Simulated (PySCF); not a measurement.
**ORD: `[GeH2]1[C@@H](C)[C@@H](F)C[CH2]1`, C₅H₁₁FGe**

Geometry:
```tsv
atom	x (Å)	y (Å)	z (Å)
C1	2.259	-0.200	-0.320
C2	0.890	-0.157	0.341
Ge3	-0.457	-1.497	-0.258
C4	-1.964	-0.237	0.045
C5	-1.287	1.025	0.589
C6	0.117	1.110	0.002
F7	-0.014	1.145	-1.384
H8	2.154	-0.125	-1.400
H9	2.883	0.624	0.025
H10	2.760	-1.138	-0.087
H11	1.008	-0.194	1.427
H12	-0.272	-1.907	-1.689
H13	-0.494	-2.756	0.571
H14	-2.460	-0.015	-0.899
H15	-2.722	-0.604	0.734
H16	-1.193	0.979	1.675
H17	-1.856	1.920	0.332
H18	0.638	2.033	0.284
```

The calculation used TDDFT B3LYP/def2-SVPD circular dichroism and optical rotation, one conformer, gas phase (PySCF 2.14.0). Geometry: GFN2-xTB.

The calculation is non-relativistic, which matters for the atoms heavier than Zn. States above about 7.5 eV (minus the energy of the highest occupied orbital) lie near or above the ionisation threshold and depend on the basis.

Stereocentres: C2 S, C6 S.

(1) What is the specific rotation at 633, 589.3, 546, 436, 405, 365, 355 nm?

(2) And for the mirror image at 589.3 nm?

(3) What is the molar rotation [Φ] = [α]·M/100 of the geometry above at 589.3 nm?

## Answers

(1) [α] in deg dm⁻¹ (g/mL)⁻¹:
| λ (nm) | origin-invariant length gauge | modified velocity gauge | length gauge (centre of mass) | isotropic polarisability (au) |
| --- | --- | --- | --- | --- |
| 633 | -6.5 | -7.4 | -6.8 | 90.5 |
| 589.3 | -8.0 | -9.0 | -8.4 | 90.8 |
| 546 | -10.1 | -11.2 | -10.6 | 91.2 |
| 436 | -21.2 | -22.6 | -22.0 | 93.0 |
| 405 | -27.8 | -29.2 | -28.7 | 93.8 |
| 365 | -41.6 | -42.8 | -42.9 | 95.2 |
| 355 | -46.7 | -47.7 | -48.0 | 95.7 |

(2) +8.0 deg dm⁻¹ (g/mL)⁻¹ (origin-invariant length gauge): the same size and the opposite sign.

(3) With M = 162.77 g/mol, -13.0 deg cm² dmol⁻¹ (origin-invariant length gauge).

The first excitation lies at 6.85 eV (181 nm) with R = -2.1 × 10⁻⁴⁰ esu² cm² (velocity form).
